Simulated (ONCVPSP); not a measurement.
**Reading a pseudo-wave (W)**

Columns: radius, all-electron u(r) and pseudo u(r) of the 5d shell (level -12.00 eV) of tungsten in the configuration [Kr] 4d10 4f14 5s2 5p6 5d4 6s1; LDA (Perdew-Wang 92), scalar-relativistic, ONCV scheme, ONCVPSP 4.0.1.

| r (bohr) | all-electron | pseudo |
| --- | --- | --- |
| 0.143 | 0.1955 | 0.0028 |
| 0.285 | -0.2208 | 0.0211 |
| 0.428 | -0.3228 | 0.0669 |
| 0.570 | -0.1203 | 0.1442 |
| 0.713 | 0.1548 | 0.2507 |
| 0.855 | 0.3915 | 0.3747 |
| 0.998 | 0.5646 | 0.5033 |
| 1.140 | 0.6752 | 0.6192 |
| 1.283 | 0.7369 | 0.7113 |
| 1.425 | 0.7618 | 0.7703 |
| 1.568 | 0.7612 | 0.7955 |
| 1.710 | 0.7433 | 0.7898 |
| 1.853 | 0.7140 | 0.7603 |
| 1.995 | 0.6780 | 0.7159 |
| 2.138 | 0.6379 | 0.6641 |
| 2.280 | 0.5962 | 0.6115 |
| 2.423 | 0.5540 | 0.5610 |
| 2.565 | 0.5128 | 0.5151 |
| 2.708 | 0.4726 | 0.4729 |
| 2.850 | 0.4344 | 0.4344 |
| 2.992 | 0.3982 | 0.3982 |
| 3.135 | 0.3639 | 0.3639 |
| 3.278 | 0.3318 | 0.3318 |
| 3.420 | 0.3022 | 0.3022 |
| 3.563 | 0.2745 | 0.2745 |
| 3.705 | 0.2490 | 0.2490 |

Task: How many radial nodes do the two functions have?

Result: The all-electron 5d function has n − l − 1 = 2; the pseudo-wave has 0, since the states of the same l below it are removed with the core.

Task: At about which radius was the pseudo-wave matched?

Result: 2.85 bohr, where the columns begin to agree (steps of 0.14 bohr).

Task: Where does each function peak?

Result: Outermost all-electron maximum near 1.43 bohr, pseudo maximum near 1.57 bohr (to the table’s step).

Task: Is the pseudo-wave norm-conserving?

Result: Yes: the ONCV scheme keeps the norm inside the radius equal to the all-electron one, which fixes the energy derivative of the logarithmic derivative at the level.
